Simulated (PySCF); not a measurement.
Compound: C3H4Si (triplet state).
Cartesian coordinates in Å at the GFN2-xTB level; atoms count from 1:
```xyz
8
C3H4Si angstrom
C      2.497    0.403    0.950
C      1.340    0.216    0.517
C      0.154    0.027    0.068
Si    -1.532   -0.246   -0.558
H      3.466    0.559    1.317
H     -1.947    0.929   -1.335
H     -1.534   -1.439   -1.412
H     -2.435   -0.439    0.583
```

As a line formula: `C#C[C][SiH3]` [triplet].

Method: UKS B3LYP, pcH-1 on C H Si, non-relativistic, mean-field spin-orbit, GIAO in PySCF. Geometry: GFN2-xTB; no solvent, vibrations or thermal averaging. This triplet need not be the ground state; the singlet was not compared here. Couplings are sensitive to structure, and on GFN2-xTB geometries they can be far from those on DFT ones. The SCF solution wasn't tested for stability.

(1) Break the g tensor into its mass correction, gauge correction and orbital-Zeeman/spin–orbit terms.

(2) What effective moment and Curie constant follow for a powder at temperatures where kT is far above the zero-field splitting?

(3) At 9.336 GHz, how far is the centre of the isotropic spectrum from where a free electron (g = 2.002319) resonates, zero-field splitting left aside?

(4) Average each term over the three axes. Which is largest in size?

## Answers

(1) 
```
                    Δg (ppm)     1     2     3
relativistic mass correction  -134  -134  -134
            gauge correction    28    11    11
   orbital Zeeman/spin–orbit   -10   313   315
                       total  -115   190   192
```

So g = 2.00220, 2.00251, 2.00251 and g_iso = 2.00241; the tensor is axial. Axes: g1 points within 1° of the C2–C3 bond.

(2) With the mean of g² = 4.0096 and S(S+1) = 2.00: μ_eff = √(⟨g²⟩S(S+1)) = 2.832 μB and χT = 0.12505·⟨g²⟩·S(S+1) = 1.003 cm³ K/mol (cgs; spin-Hamiltonian part alone).

(3) B = hν/(g μB) with μB/h = 13.99624 MHz/mT gives 333.13 mT for the free electron and 333.12 mT at g_iso, 0.01 mT lower.

(4) The orbital-Zeeman/spin–orbit term 206, the mass correction -134 and the gauge correction 17 ppm, for a total of 89 ppm. The orbital-Zeeman/spin–orbit term is the largest in size. The mass correction is the same along every axis, so the anisotropy comes from the other two: their spans along these axes are 17 (gauge) and 324 ppm (orbital Zeeman/spin–orbit).

Largest spin populations (Mulliken): C3 (+1.31), C1 (+1.19), C2 (-0.48) and Si4 (-0.06). The positive populations add up to 2.60 and the negative ones to -0.60, together 2S = 2.

The HOMO–LUMO gaps are 6.88 eV among the α and 5.94 eV among the β orbitals.
